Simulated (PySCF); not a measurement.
C2F4 (SMILES FC(F)=C(F)F), singlet, at a GFN2-xTB geometry; PySCF with MP2/6-31G.

Input for PySCF:
```python
from pyscf import gto, scf, mp

mol = gto.Mole()
mol.atom = '''
    C    -0.001053    0.002480    0.664375
    C     0.001053   -0.002480   -0.664375
    F     0.002738    1.101181    1.396572
    F    -0.007178   -1.090724    1.404739
    F     0.007178    1.090724   -1.404739
    F    -0.002738   -1.101181   -1.396572
'''
mol.basis = '6-31g'
mol.charge = 0
mol.spin = 0
mol.verbose = 5
mol.build()

mf = scf.RHF(mol)
mf.kernel()

pt = mp.MP2(mf, frozen=6)
pt.kernel()
print('E(MP2) = %.10f' % pt.e_tot)
mf.analyze()
```

The log (banner, timings and long lists left out):

```
PySCF version 2.14.0

[INPUT] verbose = 5
[INPUT] max_memory = 4000
[INPUT] num. atoms = 6
[INPUT] num. electrons = 48
[INPUT] charge = 0
[INPUT] spin (= nelec alpha-beta = 2S) = 0
[INPUT] symmetry False subgroup None
[INPUT] Mole.unit = angstrom
[INPUT] Symbol           X                Y                Z      unit          X                Y                Z       unit  Magmom
[...]
[INPUT] ---------------- BASIS SET ----------------
[INPUT] l, kappa, [nprim/nctr], expnt,             c_1 c_2 ...
[INPUT] C
[...]
                                457.36951         0.0140373
                                103.94869         0.0688426
                                29.210155         0.2321844
                                9.286663          0.4679413
                                3.163927          0.362312
[...]
                                1.8812885         -0.1608542
                                0.5442493         1.1434564
[...]
                                1.8812885         0.316424
                                0.5442493         0.7443083
[...]
[INPUT] F
[...]
                                1051.36609        0.0139160796
                                239.28569         0.0684053245
                                67.3974453        0.23318576
                                21.5199573        0.471267439
                                7.4031013         0.356618546
[...]
                                4.80830834        -0.146451658
                                1.34406986        1.12868858
[...]
                                4.80830834        0.345912103
                                1.34406986        0.722469957
[...]
nuclear repulsion = 243.612883508379
number of shells = 30
number of NR pGTOs = 132
number of NR cGTOs = 54
basis = 6-31g
ecp = {}

******** <class 'pyscf.scf.hf.RHF'> ********
method = RHF
initial guess = minao
damping factor = 0
level_shift factor = 0
DIIS = <class 'pyscf.scf.diis.CDIIS'>
diis_start_cycle = 1
diis_space = 8
diis_damp = 0
SCF conv_tol = 1e-09
SCF conv_tol_grad = None
SCF max_cycles = 50
direct_scf = True
direct_scf_tol = 1e-13
Set gradient conv threshold to 3.16228e-05
Initial guess from minao.
E1 = -1142.1372762803412  E2 = 423.994488725039  Ecoul = 474.5096720705622  Exc = -50.51518334552321
init E= -474.529904046923
cond(S) = 990.2557453338225
[...]
  mo_energy =
[-26.48652149 -26.48648102 -26.48623762 -26.48618819 -11.32117179
 -11.31686247  -2.00871525  -1.90124715  -1.76765918  -1.7345556
  -1.17623695  -0.94665709  -0.83036839  -0.82284875  -0.76626092
  -0.76229705  -0.72059245  -0.69401327  -0.6593555   -0.65268462
  -0.63726989  -0.61377181  -0.56454451  -0.15019373   0.17733402
   0.19894612   0.20271359   0.28863403   0.56226745   0.62336789
   0.73245171   0.74783783   0.79293142   0.81291275   0.86249875
   0.87903752   0.8989863    1.2597196    1.41791707   1.43037225
   1.43786137   1.45336975   1.46819366   1.51408947   1.57301407
   1.66006645   1.66345139   1.66852938   1.66889704   1.76168814
   2.28095267   2.45172498   2.45787405   2.78669807]
E1 = -1140.6434319411758  E2 = 423.9703689947769  Ecoul = 474.85173465385844  Exc = -50.88136565908155
cycle= 1 E= -473.06017943802  delta_E= 1.47  |g|= 0.87  |ddm|= 2.52
[...]
  mo_energy =
[-26.25068694 -26.2506504  -26.25062302 -26.2506152  -11.8210996
 -11.81972232  -1.77114268  -1.74206748  -1.6771898   -1.66181545
  -1.28462649  -0.93419716  -0.8913804   -0.86439121  -0.85793393
  -0.79696891  -0.76023257  -0.7210604   -0.68922613  -0.68409211
  -0.68175198  -0.66788884  -0.64959368  -0.50190857   0.02691359
   0.13015857   0.2074114    0.24464204   0.50381344   0.51192777
   0.54906373   0.61022627   0.6300373    0.66438005   0.69492761
   0.69914562   0.79220841   1.10848072   1.46595768   1.50321517
   1.51938435   1.54843599   1.54954653   1.56268937   1.63258564
   1.68835164   1.72601745   1.72912305   1.73442172   1.81267411
   2.28689652   2.43550135   2.46374118   2.79146413]
[...]
converged SCF energy = -473.254572049441
E(RMP2) = -473.909034328744  E_corr = -0.654462279303343
E(SCS-RMP2) = -473.890000347062  E_corr = -0.635428297621301
E(MP2) = -473.9090343287
Total Energy =                        -473.254572049440526
[...]
5 F 1s          -0.00028   0.00000   0.00015   0.00023  -0.00026
5 F 2s           0.01085  -0.00000  -0.00062  -0.00676   0.01027
5 F 3s          -0.02076  -0.00000  -0.04060  -0.07923  -0.06373
5 F 2px          0.00004  -0.00192   0.00000  -0.00002   0.00005
5 F 2py          0.01071   0.00001   0.00043  -0.00592   0.01320
5 F 2pz          0.00620  -0.00000  -0.00113  -0.00698   0.00510
5 F 3px          0.00071   0.48466   0.00231   0.00227   0.00095
5 F 3py         -0.00836  -0.00219   0.42764   0.47354   0.05082
5 F 3pz         -0.46742   0.00078  -0.23663  -0.08080  -0.45187
               #51       #52       #53       #54
0 C 1s           0.00051  -0.00000  -0.00076  -0.00000
0 C 2s           0.06144  -0.00000  -0.02681  -0.00000
0 C 3s          -0.03170  -0.00000  -0.10315  -0.00000
0 C 2px         -0.00009   0.00039   0.00012   0.00032
0 C 2py          0.00021   0.08646  -0.00029   0.07125
0 C 2pz          0.05536  -0.00032  -0.07667  -0.00027
0 C 3px          0.00012  -0.00026  -0.00024  -0.00072
0 C 3py         -0.00027  -0.05727   0.00057  -0.15923
0 C 3pz         -0.07304   0.00021   0.15144   0.00059
1 C 1s           0.00051   0.00000   0.00076  -0.00000
1 C 2s           0.06144   0.00000   0.02681  -0.00000
1 C 3s          -0.03170   0.00000   0.10315  -0.00000
1 C 2px          0.00009   0.00039   0.00012  -0.00032
1 C 2py         -0.00021   0.08646  -0.00029  -0.07125
1 C 2pz         -0.05536  -0.00032  -0.07667   0.00027
1 C 3px         -0.00012  -0.00026  -0.00024   0.00072
1 C 3py          0.00027  -0.05727   0.00057   0.15923
1 C 3pz          0.07304   0.00021   0.15144  -0.00059
2 F 1s           0.00082   0.00093  -0.00087   0.00101
2 F 2s          -0.02510  -0.02927   0.02373  -0.02272
2 F 3s           0.46218   0.43636  -0.44589   0.46076
2 F 2px          0.00005   0.00005  -0.00005   0.00004
2 F 2py          0.01458   0.01766  -0.01279   0.01144
2 F 2pz          0.00900   0.01704  -0.00551   0.00811
2 F 3px         -0.00078  -0.00038   0.00077  -0.00038
2 F 3py         -0.16960  -0.14729   0.17391  -0.11583
2 F 3pz          0.01039  -0.17623   0.01001  -0.09138
3 F 1s           0.00082  -0.00093  -0.00087  -0.00101
3 F 2s          -0.02510   0.02927   0.02373   0.02272
3 F 3s           0.46218  -0.43636  -0.44588  -0.46076
3 F 2px         -0.00008   0.00011   0.00007   0.00006
3 F 2py         -0.01452   0.01754   0.01275   0.01138
3 F 2pz          0.00911  -0.01717  -0.00560  -0.00820
3 F 3px          0.00075  -0.00094  -0.00080  -0.00067
3 F 3py          0.16968  -0.14597  -0.17383  -0.11515
3 F 3pz          0.00913   0.17732   0.01131   0.09224
4 F 1s           0.00082   0.00093   0.00087  -0.00101
4 F 2s          -0.02510  -0.02927  -0.02373   0.02272
4 F 3s           0.46218   0.43636   0.44588  -0.46076
4 F 2px          0.00008   0.00011   0.00007  -0.00006
4 F 2py          0.01452   0.01754   0.01275  -0.01138
4 F 2pz         -0.00911  -0.01717  -0.00560   0.00820
4 F 3px         -0.00075  -0.00094  -0.00080   0.00067
4 F 3py         -0.16968  -0.14597  -0.17383   0.11515
4 F 3pz         -0.00913   0.17732   0.01131  -0.09224
5 F 1s           0.00082  -0.00093   0.00087   0.00101
5 F 2s          -0.02510   0.02927  -0.02373  -0.02272
5 F 3s           0.46218  -0.43636   0.44589   0.46076
5 F 2px         -0.00005   0.00005  -0.00005  -0.00004
5 F 2py         -0.01458   0.01766  -0.01279  -0.01144
5 F 2pz         -0.00900   0.01704  -0.00551  -0.00811
5 F 3px          0.00078  -0.00038   0.00077   0.00038
5 F 3py          0.16960  -0.14729   0.17391   0.11583
5 F 3pz         -0.01039  -0.17623   0.01001   0.09138
 ** Mulliken pop on meta-lowdin orthogonal AOs  **
 ** Mulliken pop  **
 ** Mulliken atomic charges  **
charge of    0C =      0.48310
charge of    1C =      0.48310
charge of    2F =     -0.24155
charge of    3F =     -0.24155
charge of    4F =     -0.24155
charge of    5F =     -0.24155
Dipole moment(X, Y, Z, Debye): -0.00000,  0.00000, -0.00000
```
